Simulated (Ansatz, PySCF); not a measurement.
Process, species as SMILES: [TeH2] (H2Te) -> [TeH2] (H2Te) as doublet, charge +1 + e-
Geometries: B3LYP-D3(BJ)/def2-TZVP minima from Ansatz (an electronic-structure program). A spin state is the lowest found, not a proven ground state.

Property: adiabatic ionisation energy (0 K, with B3LYP-D3(BJ) harmonic zero-point energies from PySCF), in eV. Valence correlation only, unless marked. Open shells are spin-unrestricted. No spin-orbit coupling. The frozen core is the preceding noble-gas configuration, with the filled d and f shells of earlier blocks. Past Kr the def2 sets carry scalar-relativistic core potentials. CBS marks a two-point X^-3 extrapolation of the correlation energy; Hartree-Fock from the larger set.

```
level                                        program  adiabatic ionisation energy (eV)  minus last row
------------------------------------  --------------  --------------------------------  --------------
M06-L/def2-TZVPD                               PySCF                              8.75           -0.34
PBE0-D4/def2-TZVP                     Ansatz + dftd4                              8.97           -0.12
PBE0/def2-TZVP                                Ansatz                              8.97           -0.12
BHLYP-D4/def2-TZVPD                   Ansatz + dftd4                              8.93           -0.16
r2SCAN0-D4/def2-TZVPD                 Ansatz + dftd4                              8.97           -0.12
B2PLYP/def2-TZVPD                             Ansatz                              8.94           -0.15
MP2/def2-TZVPPD                               Ansatz                              8.87           -0.22
RI-MP2/def2-TZVPP                             Ansatz                              8.86           -0.23
SCS-MP2/def2-TZVPPD                           Ansatz                              8.85           -0.24
CCSD(T)/CBS(def2-TZVPPD,def2-QZVPPD)          Ansatz                              9.09            0.00
```
